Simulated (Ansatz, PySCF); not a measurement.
C5H4F2, SMILES C1=CC(C=C1)(F)F. Atoms are numbered in the order given.

```xyz
11

F      1.0849     0.0000    -1.3894
C      0.0000     0.0000    -0.5776
F     -1.0849     0.0000    -1.3894
C      0.0000    -1.1943     0.3557
C      0.0000    -0.7442     1.6151
C      0.0000     0.7442     1.6151
C      0.0000     1.1943     0.3557
H      0.0000    -2.2226    -0.0044
H      0.0000    -1.3546     2.5195
H      0.0000     1.3546     2.5195
H      0.0000     2.2226    -0.0044
```
Charge 0, spin multiplicity 1.

Geometry optimised at PBE0-D3(BJ)/def2-SVP. One conformer was computed; it need not be the lowest.

Two levels are set side by side: PBE-D3(BJ)/def2-SVP (Ansatz, a first-principles code) and PBE0-D3(BJ)/def2-SVP (Ansatz). Each level has its own optimised geometry; the coordinates shown are those of the second. Frequencies come from the Hessian of PySCF at each geometry. Differences are taken from unrounded values.

```csv
quantity,PBE0-D3(BJ)
mean bond length (Å),1.297
bond F1–C2 (Å),1.355
bond C2–F3 (Å),1.355
bond C2–C4 (Å),1.516
bond C2–C7 (Å),1.516
bond C4–C5 (Å),1.337
bond C5–C6 (Å),1.488
bond C6–C7 (Å),1.337
bond C4–H8 (Å),1.089
bond C5–H9 (Å),1.091
bond C6–H10 (Å),1.091
bond C7–H11 (Å),1.089
highest harmonic wavenumber (cm⁻¹),3275
mean harmonic wavenumber (cm⁻¹),1266
zero-point energy (kcal/mol),48.87
```

What does PBE-D3(BJ) give, and how far is it from PBE0-D3(BJ)? (Estimate from the structure and the level; the computed values follow.)


```
quantity                            PBE-D3(BJ)  PBE-D3(BJ) minus PBE0-D3(BJ)
----------------------------------  ----------  ----------------------------
mean bond length (Å)                     1.307                         0.011
bond F1–C2 (Å)                           1.373                         0.018
bond C2–F3 (Å)                           1.373                         0.018
bond C2–C4 (Å)                           1.525                         0.009
bond C2–C7 (Å)                           1.525                         0.009
bond C4–C5 (Å)                           1.350                         0.012
bond C5–C6 (Å)                           1.494                         0.006
bond C6–C7 (Å)                           1.350                         0.012
bond C4–H8 (Å)                           1.097                         0.008
bond C5–H9 (Å)                           1.099                         0.008
bond C6–H10 (Å)                          1.099                         0.008
bond C7–H11 (Å)                          1.097                         0.008
highest harmonic wavenumber (cm⁻¹)        3186                           -89
mean harmonic wavenumber (cm⁻¹)           1217                           -49
zero-point energy (kcal/mol)             46.98                         -1.89
```

GGA bonds tend to be longer and softer than those of functionals with exact exchange. Differences between two approximate levels are no errors against the true value.
